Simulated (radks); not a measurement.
Values are calculated unless marked as measured or tabulated.
Question: The indium ion In2+, configuration [Kr] 4d10 5s(up 0.75, down 0.25) (fractional occupations, a model configuration). Code: a radial shooting solver on a logarithmic mesh with Libxc functionals. Model: scalar-relativistic Kohn-Sham, r2SCAN, spin-polarised, spherical densities, finite nucleus; meta-GGA in the generalised Kohn-Sham scheme; Fermi nuclear charge, rms radius 4.6156 fm. Some entries of the table are withheld. Estimate them.

orbital,occ.,eigenvalue (hartree),<r> (bohr)
1s up,1,-1022.519,0.02972
1s down,1,-1022.519,0.02972
2s down,1,-154.2174,0.1285
2s up,1,-154.2173,0.1285
2p up,3,-138.3778,0.1122
2p down,3,-138.3777,0.1122
3s up,1,-30.02694,0.3478
3s down,1,-30.02631,0.3478
3p up,3,-24.80054,0.3466
3p down,3,-24.79989,0.3466
3d up,5,-16.70378,0.3243
3d down,5,-16.70329,0.3243
4s up,1,-5.18155,0.8506
4s down,1,-5.18021,0.8505
4p up,3,-3.62013,(1)
4p down,3,-3.61859,(2)
4d up,5,-1.36625,1.165
4d down,5,-1.36058,1.158
5s up,0.75,(3),2.338
5s down,0.25,(4),2.342

Answer: 
(1) 4p up <r> (bohr): 0.9236
(2) 4p down <r> (bohr): 0.9230
(3) 5s up eigenvalue (hartree): -0.87730
(4) 5s down eigenvalue (hartree): -0.83936
